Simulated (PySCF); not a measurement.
A small calculation by hand: oscillator strength and radiative lifetime

B(Cl)(OH)(OMe) (CH4BClO2), SMILES OB(Cl)OC.

Geometry optimised at PBE0-D3(BJ)/def2-SVP. Other conformers were not sampled.

TDDFT-PBE/def2-SVPD in PySCF puts the first singlet state with f over 0.02 at 7.02 eV (vertical), with the transition dipole (0.168, 0.409, 0.040) in atomic units.

Q: Find the oscillator strength, the wavelength and the radiative lifetime that this transition would have in vacuum if emission retraced absorption.

A: 
|μ|² = 0.1971 au, so |μ| = 1.13 D. ΔE = 7.02/27.211 = 0.2580 hartree. f = (2/3) ΔE |μ|² = 0.034 (the program prints 0.034).
λ = 1239.84/7.02 = 177 nm; ν = 56620 cm⁻¹.
Einstein's coefficient A = 0.6670 ν² f s⁻¹ (ν in cm⁻¹) = 7.2e7 s⁻¹, so τ = 1/A = 14 ns. This state is S2; the lower singlet has f = 0.014. The figure is the radiative limit of this one transition; relaxation, internal conversion, crossing to triplets and a medium change what is measured.
